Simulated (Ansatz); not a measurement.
Stepwise reaction of `[Cl][Ti]([Cl])([Br])[Br]` with hydrogen fluoride, as a gas-phase model of exchange steps in deposition or etching. ΔE in kJ/mol; ΔG adds harmonic PBE0-D4 terms to CCSD(T)/CBS, at 1 bar.

Calculated with Ansatz (gas phase, PBE0-D4/def2-TZVP geometries, no zero-point term in ΔE). CBS: MP2 limit from def2 TZ/QZ plus the TZ coupled-cluster correction, frozen cores. This one scheme is used for every species. Functionals use def2-TZVPP. B3LYP here is the variant with VWN-RPA as its local correlation; programs differ in this. For Br, Ti outer-core shells are correlated without core-valence functions, which leaves a few kJ/mol of doubt a bond. Scalar relativity is left out up to krypton.

```csv
step,reaction,PBE-D4,B3LYP-D4,ωB97M-V,CCSD(T)/CBS,ΔG(600 K)
2,`[F][Ti]([Cl])([Cl])[Br]` + H–F → `[F][Ti]([F])([Cl])[Cl]` + HBr,-19.8,-20.4,-26.6,-5.0,-9.0
```

Task: Give the row of step 1, `[Cl][Ti]([Cl])([Br])[Br]` + H–F → `[F][Ti]([Cl])([Cl])[Br]` + HBr. (Best estimate.)

Result: The calculation gave: 
```csv
step,reaction,PBE-D4,B3LYP-D4,ωB97M-V,CCSD(T)/CBS,ΔG(600 K)
1,`[Cl][Ti]([Cl])([Br])[Br]` + H–F → `[F][Ti]([Cl])([Cl])[Br]` + HBr,-18.1,-18.4,-25.3,0.1,-11.0
```

Task: By hand: ΔE of the 2 steps together at CCSD(T)/CBS.

Result: (0.1) + (-5.0) = -4.9 kJ/mol, or -2.5 kJ/mol a step.

In ΔE each step is lower than the one before. ΔG lies between -11.0 and -9.0 kJ/mol a step. PBE-D4 differs from CCSD(T)/CBS by -18.2 to -14.8 kJ/mol a step. Only this route is followed, and other bonds may react first. Isolated molecules leave out the surface, adducts and barriers. Largest T1 diagnostic: 0.024.
